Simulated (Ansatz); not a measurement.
```yaml
crystal:
  periodic: [false, false, false]
  atoms:
    - {symbol: C, position_ang: [-1.234701, -1.590592, 0.559447]}
    - {symbol: O, position_ang: [-1.271360, -0.286897, 1.055322]}
    - {symbol: Al, position_ang: [-0.478035, 1.168663, 0.858954]}
    - {symbol: F, position_ang: [-0.993779, 2.425802, 1.774840]}
    - {symbol: O, position_ang: [0.791652, 1.461471, -0.183716]}
    - {symbol: C, position_ang: [1.572030, 0.794032, -1.128022]}
    - {symbol: H, position_ang: [-1.051493, -2.297060, 1.375357]}
    - {symbol: H, position_ang: [-0.452827, -1.736280, -0.195585]}
    - {symbol: H, position_ang: [-2.196533, -1.844939, 0.102735]}
    - {symbol: H, position_ang: [2.625329, 0.821809, -0.831073]}
    - {symbol: H, position_ang: [1.483355, 1.285510, -2.102167]}
    - {symbol: H, position_ang: [1.283262, -0.256619, -1.251893]}
basis:
  gaussian: {orbitals: def2-TZVPP, point_charges: [{charge: -1.00, position_ang: [5.289, 0.738, -0.983]}]}
hamiltonian: {xc: {name: wB97}}
scf: {max_iter: 3}
```

```sh
$ ansatz run in.yaml --threads 4 --pin off --events-out ev --progress --plain --max-ram 10444MiB
```

It prints (some lines left out):

```
Error: invalid value for `basis.gaussian`: such a run doesn't read scf.max_iter; remove what it names
```

**Question.** What is wrong with this run?

**Answer.** The input holds a key that doesn't belong there. The input was rejected before any iteration.
